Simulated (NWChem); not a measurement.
Correlation energy of silicon monosulfide (SSi)

```xyz
2

Si     0.0000     0.0000     1.0345
S      0.0000     0.0000    -0.9052
```
Charge 0, spin multiplicity 1.

The numbers come from NWChem runs, not from measurements. All single points use one geometry, from PBE0/def2-SVP, a minimum by its harmonic frequencies.

Basis set: 6-31G*. Each correlation energy counts from its own Hartree-Fock reference.

The correlated methods keep 10 core orbitals frozen. The Pople sets run with spherical d functions. No row is a measurement; the coupled-cluster row has its own basis-set and correlation limits.

Q: Order these methods by the correlation energy they give, lowest first: CCSD(T), CCSD+T(CCSD), MP2, CCSD, CR-CCSD[T].

A: CCSD+T(CCSD) (-225.9 mHa), CCSD(T) (-224.6 mHa), CR-CCSD[T] (-223.3 mHa), CCSD (-213.6 mHa), MP2 (-191.8 mHa)
